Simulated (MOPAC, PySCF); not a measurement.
C₃H₈Si, SMILES `C/C=[SiH]\C`, neutral singlet in the gas phase. 

Z-matrix (Å, degrees):
```
Si
C 1 1.7061
H 2 1.0888 1 115.70
C 2 1.4951 3 115.74 1 179.86
H 4 1.0928 2 112.50 3 -179.90
H 4 1.0959 5 107.32 2 122.90
H 4 1.0959 5 107.31 6 114.22
H 1 1.4809 2 119.53 3 -0.10
C 1 1.8625 8 115.24 2 -179.87
H 9 1.0915 1 110.21 8 -179.19
H 9 1.0926 10 108.37 1 -121.66
H 9 1.0927 10 108.35 11 -116.60
```
Charge 0, multiplicity 1.

All levels are single points at this geometry (PBE0-D3(BJ)/def2-TZVP); Pople sets use spherical d functions. Orbital energies aren't observables, and empty levels follow the basis.

```json
[
 {"level": "PBE0-D3(BJ)/def2-TZVP in PySCF", "HOMO (eV)": "-5.81", "LUMO (eV)": "-0.48", "gap (eV)": "5.33", "dipole (D)": "1.29", "vertical IE, Delta-SCF (eV)": "–"},
 {"level": "BP86/6-31G* in PySCF", "HOMO (eV)": "-4.78", "LUMO (eV)": "-1.06", "gap (eV)": "3.73", "dipole (D)": "1.01", "vertical IE, Delta-SCF (eV)": "–"},
 {"level": "M06-2X/6-31G* in PySCF", "HOMO (eV)": "-6.70", "LUMO (eV)": "0.60", "gap (eV)": "7.30", "dipole (D)": "1.07", "vertical IE, Delta-SCF (eV)": "–"},
 {"level": "PBE/6-31G* in PySCF", "HOMO (eV)": "-4.69", "LUMO (eV)": "-0.97", "gap (eV)": "3.72", "dipole (D)": "1.02", "vertical IE, Delta-SCF (eV)": "7.70"},
 {"level": "HF/6-31G* in PySCF", "HOMO (eV)": "-7.68", "LUMO (eV)": "3.18", "gap (eV)": "10.87", "dipole (D)": "1.24", "vertical IE, Delta-SCF (eV)": "6.41"},
 {"level": "PM7 in MOPAC", "HOMO (eV)": "-8.83", "LUMO (eV)": "-0.57", "gap (eV)": "8.26", "dipole (D)": "1.48", "vertical IE, Delta-SCF (eV)": "–"}
]
```
